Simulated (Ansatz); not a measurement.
H4Si2 (SMILES [SiH][SiH3]), singlet, geometry from GFN2-xTB; Ansatz (an electronic-structure program) with MP2/def2-SV(P).

Input for Ansatz:
Ansatz 0.2 input:
```yaml
crystal:
  periodic: [false, false, false]
  atoms:
    - {symbol: Si, position_ang: [-0.28890628, 0.94648061, 0.77145085]}
    - {symbol: H, position_ang: [0.38260808, 2.12232723, 0.12965429]}
    - {symbol: Si, position_ang: [0.20732861, -0.80767768, -0.59742707]}
    - {symbol: H, position_ang: [0.99631510, -0.86130348, -1.84096251]}
    - {symbol: H, position_ang: [-1.09168725, -1.38838644, -0.98924045]}
    - {symbol: H, position_ang: [0.85485143, -1.81587820, 0.26421584]}
basis:
  gaussian:
    orbitals: def2-SV_P_.json
magnetization: {spin_polarized: false}
correlation: {method: mp2}
```
The basis file holds def2-SV(P) in the JSON format of the Basis Set Exchange.

What does Ansatz print? Leave out banner, timings and long lists.


```
Functional definition: HF
460 factors; integrals over basis functions are off by at most 1.0e-3 eV
mean field evaluation 1: about -15779.3958 eV, gradient 1.1e1 eV
mean field evaluation 2: about -15779.3959 eV, gradient 1.1e1 eV
mean field evaluation 4: about -15780.2591 eV, gradient 8.1e-1 eV
mean field evaluation 8: about -15780.2656 eV, gradient 2.9e-6 eV
mean field -15780.26557572 eV, -579.9140636596 hartree, gradient 2.9e-6 eV, S^2 0.000000; 0 other end points of the search recorded, 0 dependent functions left out; unrestricted orbitals would lower it
10 core orbitals not correlated
reference -15780.26557572 eV, -579.9140636596 hartree; 6, 6 occupied and 28, 28 virtual orbitals, 460 factors
second order -4.15885482 eV of doubles, -0.00000000 eV of singles
Total energy: -15784.42443055 eV, -580.0668987554 hartree
```
